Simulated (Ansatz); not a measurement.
Reaction (formal exchange of groups at a C–O bond): `COB(C)OC` + `Cl[CH2][SnH3]` → `[CH3][SnH2][CH2]Cl` + `COB(C)O`

Gas-phase electronic energies from Ansatz, PBE0-D4/def2-TZVP geometries. CBS: MP2 limit from def2 TZ/QZ plus the TZ coupled-cluster correction, frozen cores. DFT in def2-TZVPP. B3LYP here is the variant with VWN-RPA as its local correlation; programs differ in this. def2 core potentials past Kr. For Sn outer-core shells are correlated without core-valence functions, which leaves a few kJ/mol of doubt a bond. One conformer a species, not always the lowest.

`COB(C)OC`:

Z-matrix (Å, degrees):
```
C
O 1 1.408
H 1 1.094 2 111.6
H 1 1.091 2 107.9 3 119.2
H 1 1.094 2 111.5 3 -121.6
B 2 1.367 1 121.7 3 60.6
O 6 1.360 2 117.3 1 180.0
C 6 1.570 2 123.7 1 -0.1
C 7 1.413 6 120.7 2 -0.0
H 8 1.095 6 111.4 2 -59.3
H 8 1.095 6 111.4 2 59.0
H 8 1.090 6 111.5 2 179.9
H 9 1.090 7 107.5 6 -179.9
H 9 1.093 7 111.3 6 60.5
H 9 1.093 7 111.3 6 -60.3
```

`Cl[CH2][SnH3]`:

Z-matrix (Å, degrees):
```
C
Sn 1 2.158
Cl 1 1.782 2 110.6
H 1 1.089 2 111.0 3 119.4
H 1 1.089 2 111.0 3 -119.4
H 2 1.710 1 108.8 3 -179.9
H 2 1.703 1 108.4 3 60.2
H 2 1.703 1 108.4 3 -60.0
```

`[CH3][SnH2][CH2]Cl`:

```xyz
11

C     1.079    0.669    1.248
Sn   -0.710   -0.234    0.517
C    -0.564   -0.348   -1.638
Cl    0.958   -1.152   -2.108
H     1.938    0.137    0.838
H     1.113    0.620    2.336
H     1.124    1.713    0.937
H    -2.094    0.698    0.912
H    -0.901   -1.825    1.111
H    -0.560    0.645   -2.086
H    -1.384   -0.922   -2.066
```

`COB(C)O`:

```xyz
12

C    -0.493   -1.088    1.207
O     0.604   -0.920    0.341
B     0.670    0.116   -0.550
C    -0.434    1.222   -0.690
O     1.777    0.165   -1.346
H    -1.392   -1.383    0.657
H    -0.711   -0.174    1.768
H    -0.243   -1.879    1.915
H    -0.531    1.800    0.235
H    -0.204    1.917   -1.497
H    -1.419    0.786   -0.881
H     2.376   -0.564   -1.159
```

Problem. Is it downhill or uphill in electronic energy at CCSD(T)/CBS, and by how much? (An estimate is asked.)

Solution. Ansatz gave: Downhill: ΔE = -89.3 kJ/mol.

Problem. What do these levels give: r2SCAN-D4, PBE0-D4, B3LYP-D4, ωB97X-V, ωB97M-V, r2SCAN, B3LYP, MP2/def2-TZVPP, SCS-MP2/def2-TZVPP, CCSD/def2-TZVPP, CCSD(T)/def2-TZVPP, HF/CBS(def2)? (Estimate.)

Solution. Computed: r2SCAN-D4 -80.5, PBE0-D4 -80.9, B3LYP-D4 -76.3, ωB97X-V -76.0, ωB97M-V -80.5, r2SCAN -80.5, B3LYP -75.3, MP2/def2-TZVPP -93.1, SCS-MP2/def2-TZVPP -84.9, CCSD/def2-TZVPP -81.7, CCSD(T)/def2-TZVPP -83.2, HF/CBS(def2) -67.5 kJ/mol.

Largest T1 diagnostic among the species: 0.012.

In def2-TZVPP, CCSD(T) changes the Hartree–Fock value by −15.5 kJ/mol (the triples alone add −1.5 kJ/mol) and MP2 by −25.4 kJ/mol.
